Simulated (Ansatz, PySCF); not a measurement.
Gas-phase reaction in SMILES: Cl[Se]Cl -> Cl[Se]Cl as doublet, charge +1 + e-
Geometries: B3LYP-D3(BJ)/def2-TZVP minima from Ansatz (a quantum-chemistry and plane-wave program). Frequencies are from Ansatz or PySCF. A spin state is the lowest found, not a proven ground state.

Property: adiabatic ionisation energy (0 K, with B3LYP-D3(BJ) harmonic zero-point energies), in eV. Valence correlation only, unless marked. Open shells are spin-unrestricted. No spin-orbit coupling. The frozen core is the preceding noble-gas configuration, with the filled d and f shells of earlier blocks. Non-relativistic. FCI takes restricted orbitals. Basis-set limits of correlation are two-point, X^-3; Hartree-Fock from the larger set. [CCSD(T)-MP2]/basis is that difference in the basis named.

```tsv
level	program	adiabatic ionisation energy (eV)
BLYP/def2-TZVPD	Ansatz	8.91
PBE0-D3(BJ)/def2-TZVPD	Ansatz + dftd3	9.14
BHLYP-D4/def2-TZVPD	Ansatz + dftd4	?
r2SCANh-D4/def2-TZVPD	Ansatz + dftd4	9.10
r2SCAN0/def2-TZVPD	Ansatz	9.18
SCS-MP2/6-31G	Ansatz	9.85
CCSD/STO-3G	Ansatz	7.82
FCI/STO-3G	Ansatz	7.75
RI-MP2/CBS(def2-TZVPPD,def2-QZVPPD)+[CCSD(T)-MP2]/def2-TZVPPD	Ansatz	9.34
```

**Question.** What belongs in the gaps?

**Answer.** 
- BHLYP-D4/def2-TZVPD, adiabatic ionisation energy (eV): 9.25
